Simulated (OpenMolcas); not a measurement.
An atom or ion with 26 electrons was computed by SS-CASPT2, IPEA 0.25 Eh, imaginary shift 0.1 Eh with spin-orbit coupling (OpenMolcas, ANO-RCC-VTZP, DKH2). The lowest levels that the run gave, each within 12 % of the measured value where one is at hand:

```json
{"J": "4", "Parity": "even", "E (cm-1)": "0.0", "g": "1.501"}
{"J": "3", "Parity": "even", "E (cm-1)": "382", "g": "1.501"}
{"J": "2", "Parity": "even", "E (cm-1)": "656", "g": "1.501"}
{"J": "1", "Parity": "even", "E (cm-1)": "834", "g": "1.501"}
{"J": "0", "Parity": "even", "E (cm-1)": "921", "g": ""}
{"J": "5", "Parity": "even", "E (cm-1)": "7710", "g": "1.401"}
{"J": "4", "Parity": "even", "E (cm-1)": "8150", "g": "1.350"}
{"J": "3", "Parity": "even", "E (cm-1)": "8500", "g": "1.250"}
{"J": "2", "Parity": "even", "E (cm-1)": "8760", "g": "1.000"}
{"J": "1", "Parity": "even", "E (cm-1)": "8940", "g": "-0.002"}
{"J": "4", "Parity": "even", "E (cm-1)": "12530", "g": "1.251"}
{"J": "3", "Parity": "even", "E (cm-1)": "13080", "g": "1.084"}
```

**Question.** Which ion is it, and what are the configurations and terms?

**Answer.** Fe I (Z = 26, neutral; active space 8 electrons in 11 orbitals (3d 4s 4d)). J, parity and g give the terms where levels are pure, and mixed ones are named by the computed weights; the size of the splittings, set against known spectra of the 26-electron sequence, gives the charge. In order, with the measured energies in cm-1 (NIST Handbook of Basic Atomic Spectroscopic Data): 3d6 4s2 5D4, 3d6 4s2 5D3 (416), 3d6 4s2 5D2 (704), 3d6 4s2 5D1 (888), 3d6 4s2 5D0 (978), 3d7 4s 5F5 (6928), 3d7 4s 5F4 (7377), 3d7 4s 5F3 (7728), 3d7 4s 5F2 (7986), 3d7 4s 5F1 (8155), 3d7 4s 3F4, 3d7 4s 3F3.

CASPT2 does not keep the components of a term degenerate, so their means are used; among the terms shown or strongly mixed into the levels shown the widest spread is 310 cm-1 (3d7 4s 5F). Some high roots are left out of the spin-orbit mixing, which shifts the levels that they would mix with. Terms from blocks run as CI alone lack orbitals of their own. Active for correlation alone: 4d; no level in the range computed is led by a configuration that fills it, so any true level of that kind is missing. Computed and measured levels are paired by configuration, term and J; levels that our copy of the source lacks, or whose pairing is in doubt (as where it misses far off the trend of its configuration), stay unpaired and out of the deviations. Only configurations of the active space appear.
